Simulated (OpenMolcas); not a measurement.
**W3+ in a point-charge field**

W3+ among 5 point charges of -0.98 e arranged as a square pyramid (C4v), 2.06 Å from the ion, with the axial distance 2.142 Å.

```
Program             : OpenMolcas 26.06
Method              : SS-CASPT2, IPEA 0.25 Eh, imaginary shift 0.1 Eh (closed shells correlated: 4f 5s 5p)
Basis               : ANO-RCC-VTZP [8s7p5d3f2g1h]
Scalar Hamiltonian  : DKH2, point nucleus
Active space        : 3 electrons in 5 orbitals (5d)
State averaging     : 2S+1 = 4 even, 10 roots; 2S+1 = 2 even, 40 roots
Spin-orbit coupling : RASSI with atomic mean-field integrals over the reference wave functions
```

The lowest spin-free states, above the lowest:

```tsv
State	Degeneracy	E (cm-1)	Free-ion L (%)
2S+1 = 4	2	0	F (95)
2S+1 = 4	1	18	F (100)
2S+1 = 4	1	35	F (54)
2S+1 = 4	2	7360	F (95)
2S+1 = 4	1	7380	F (100)
2S+1 = 2	2	8600	D (34)
2S+1 = 2	1	9900	G (51)
2S+1 = 2	1	9990	H (66)
2S+1 = 2	2	10070	G (48)
2S+1 = 2	1	10660	G (64)
2S+1 = 2	1	11020	G (76)
2S+1 = 2	1	11720	H (73)
2S+1 = 2	2	11770	G (55)
2S+1 = 2	1	12110	G (83)
2S+1 = 2	1	12200	G (38)
2S+1 = 2	1	13980	D (59)
2S+1 = 4	1	14660	P (54)
2S+1 = 2	2	15620	G (33)
2S+1 = 2	1	16380	P (72)
2S+1 = 2	1	18830	D (63)
```

The lowest levels with spin-orbit coupling:

| E (cm-1) | Degeneracy | 2S+1 | g |
| --- | --- | --- | --- |
| 0 | 2 | 4 (88 %) | 0.23 1.16 1.16 |
| 1590 | 2 | 4 | 0.34 0.34 0.64 |
| 3050 | 2 | 4 | 0.97 2.17 2.17 |
| 4390 | 2 | 4 | 0.35 2.88 2.88 |
| 4610 | 2 | 4 (88 %) | 0.15 0.15 1.16 |
| 6530 | 2 | 4 (87 %) | 1.08 4.84 4.84 |
| 6590 | 2 | 4 (88 %) | 0.33 3.85 3.85 |
| 7410 | 2 | 4 (86 %) | 0.51 4.07 4.07 |
| 9810 | 2 | 4 (86 %) | 1.85 1.85 2.09 |
| 11060 | 2 | 4 (65 %) | 1.03 1.03 2.97 |
| 11430 | 2 | 2 (60 %) | 0.16 0.16 1.12 |
| 12300 | 2 | 2 (57 %) | 1.37 1.37 4.56 |
| 12400 | 2 | 2 (53 %) | 1.31 3.04 3.04 |
| 13280 | 2 | 2 (73 %) | 0.17 0.17 2.36 |
| 13290 | 2 | 4 (75 %) | 2.82 2.82 2.97 |
| 13840 | 2 | 2 (62 %) | 1.11 2.97 2.97 |
| 15080 | 2 | 2 (81 %) | 0.01 1.17 1.17 |
| 15280 | 2 | 2 (53 %) | 0.58 2.49 2.49 |
| 15850 | 2 | 2 (74 %) | 0.45 1.15 1.15 |
| 16320 | 2 | 2 (63 %) | 1.93 1.93 2.67 |

Powder χT (cm3 K/mol): 0.0853 at 2 K, 0.0865 at 10 K, 0.0922 at 50 K, 0.0994 at 100 K, 0.114 at 200 K, 0.128 at 300 K. The effective moment at 300 K is 2.828 √(χT) = 1.01 μB.

Spin-orbit coupling mixes the spin-free states strongly: the lowest level takes only 56 % from its leading state, 2S+1 = 4. An orbital doublet at a regular site is open to a Jahn-Teller distortion, which this geometry leaves out. Free-ion shares, where given, are those of the reference states; single-state CASPT2 does not remix them. Point charges carry no covalency, so the field is a model and not that of real ligands. An unlabelled pair can be two single states that coincide in this model. No measured value stands beside these numbers.
